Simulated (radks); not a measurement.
Q: Valence configurations of the lanthanum ion La+ (all share [Xe]). Calculated with a radial shooting solver on a logarithmic mesh with Libxc functionals: scalar-relativistic Kohn-Sham, PBE, spin-polarised, spherical densities, finite nucleus; open shells are filled with parallel spins first (spin-orbit coupling, left out, can overturn this in heavy ions); Fermi nuclear charge, rms radius 4.855 fm. Order these by energy: 5d1.5 6p0.5; 5d0.5 6s0.5 6p1; 5d1 6s1; 4f0.5 5d1.5; 6s1 6p1; 5d1.5 6s0.5; 4f1 5d1; 4f1 5d0.5 6s0.5; 6s2; 5d2.

A: From the lowest, in eV above it: 5d1.5 6s0.5 0.000; 5d1 6s1 0.039; 5d2 0.042; 4f0.5 5d1.5 0.201; 4f1 5d0.5 6s0.5 0.775; 6s2 0.966; 4f1 5d1 1.136; 5d1.5 6p0.5 1.472; 5d0.5 6s0.5 6p1 3.322; 6s1 6p1 3.615. NIST lists [Xe] 5d2 as the ground configuration; this level of theory puts 5d1.5 6s0.5 lower, by 0.042 eV. The energies are those of spherical high-spin densities, not of single terms.
